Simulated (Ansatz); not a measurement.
An input meant for ZrBrF3 (charge 0, triplet; atoms displaced at random, 0.08 Å in each coordinate).

```yaml
crystal:
  periodic: [false, false, false]
  atoms:
    - {symbol: Zr, position_ang: [-0.124165, -0.273195, -0.456763]}
    - {symbol: Br, position_ang: [0.102113, -0.030669, 4.454609]}
    - {symbol: F, position_ang: [3.585855, -0.203788, -1.281087]}
    - {symbol: F, position_ang: [-1.625479, 2.901234, -1.420155]}
    - {symbol: F, position_ang: [-1.675388, -2.630086, -1.435221]}
basis:
  gaussian: {orbitals: def2-mTZVPP, fitting: {mean_field: cc-pVTZ-jkfit}, nuclear_model: gaussian}
magnetization: {spin_polarized: true, initial_magnetization: 2}
hamiltonian: {xc: {name: PBE0}, dispersion: d4}
scf: {omitted_lower_state_checks: [starts]}
output: {forces: true}
```

```sh
$ ansatz run in.yaml --threads 4 --pin off --events-out ev --progress --plain --max-ram 3916MiB
```

**Question.** Predict how Ansatz answers.

**Answer.** The program refused the input.
```
Functional definition: PBE0
Error: [file] the basis set cc-pVTZ-JKFIT has no functions for Zr
```
